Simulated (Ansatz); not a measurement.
Calculated with Ansatz (gas phase, PBE0-D4/def2-TZVP geometries, no zero-point term in ΔE). CCSD(T)/CBS adds triple-zeta CCSD(T) − MP2 to the extrapolated MP2 energy (def2 sets, frozen cores). This one scheme is used for every species. For Ge outer-core shells are correlated without core-valence functions, which leaves a few kJ/mol of doubt a bond. Scalar relativity is left out up to krypton. One conformer a species, not always the lowest.

`C=C[SiH2][S][GeH3]` + `[AlH2][SH]` → `C=C[SiH2][S][AlH2]` + `[SH][GeH3]`  (ligand exchange at the Si–S bond)

| level | ΔE (kJ/mol) |
| --- | --- |
| CCSD/def2-TZVPP | 3.5 |
| HF/CBS(def2) | -0.6 |

What does CCSD(T)/CBS give? (Best estimate.)

Computed: +4.0 kJ/mol. The listed levels differ from it by -0.5, -4.6 kJ/mol.

Largest T1 diagnostic among the species: 0.012.

In def2-TZVPP, CCSD(T) changes the Hartree–Fock value by +3.9 kJ/mol (the triples alone add +0.5 kJ/mol) and MP2 by +4.4 kJ/mol.
